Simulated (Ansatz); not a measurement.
**Worked example: HI + GaH2(NH2) → NH3 + GaH2I**

Species: HI (hydrogen iodide), singlet; GaH2(NH2), singlet; NH3 (ammonia) `N`, singlet; GaH2I `[GaH2][I]`, singlet. The partners trade I for NH2: H–I and Ga–NH2 bonds give way to H–NH2 and Ga–I.

Shapes, held fixed at every level: PBE0-D4/def2-TZVP. Programs: Ansatz 0.2.0. The zero-point and thermal change to 298 K, harmonic and unscaled (PBE0-D4/def2-TZVP), is +11.4 kJ/mol.

At CCSD(T)/def2-TZVPP; 1 Eh = 2625.50 kJ/mol:

```
  species   energy (Eh)
       HI   -297.737430
GaH2(NH2)  -1980.546097
      NH3    -56.475945
    GaH2I  -2221.839470
```

Q: Work out ΔH(298 K) of the reaction at this level.

A: 
1. Products less reactants: (-56.475945) + (-2221.839470) − [(-297.737430) + (-1980.546097)] = -0.031888 Eh = -83.7 kJ/mol.
2. With the thermal change: -83.7 + (+11.4) = -72.3 kJ/mol.

Other levels give -88.4 (HF/def2-SVP) to -65.2 kJ/mol (SPW92/def2-TZVPP). No measured value is set beside it here. For atoms past krypton def2 sets carry core potentials with scalar relativity. Relativity is left out for Ga unless named. Correlated rows may include outer-core shells of Ga, I, which these sets cover unevenly.
